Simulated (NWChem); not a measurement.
# C₂HBrF₂; SMILES F/C=C(\F)Br

```xyz
6

F     -0.4462     2.7465     0.0000
C     -0.7302     1.4532     0.0000
C      0.2354     0.5334     0.0000
F      1.5140     0.8452     0.0000
Br    -0.1283    -1.2983     0.0000
H     -1.7914     1.2012     0.0000
```
Atoms are numbered in this order, from 1.

Results from NWChem. Geometry optimised at PBE0/def2-SVP; all other runs use it. This build's default masses of Se (78.918 u) and Br (79.917 u) are each other's, which moves their modes by up to 0.6 %.

```
quantity                                                              level  value
-------------------------------------------------------  ------------------  -----
cavity-dispersion-structure term (kcal/mol) in n-hexane  PBE0/def2-SVP, SMD   -1.1
anisotropy (bohr³), static                                    PBE/def2-SVPD   27.9
vertical, lowest excitation, singlet (eV)                PBE/def2-SVPD, TDA   4.90
−ε(HOMO) (eV)                                                  PBE/def2-SVP   5.87
dipole (D)                                                    PBE0/def2-SVP   1.51
highest harmonic frequency (cm⁻¹)                             PBE0/def2-SVP   3266
```
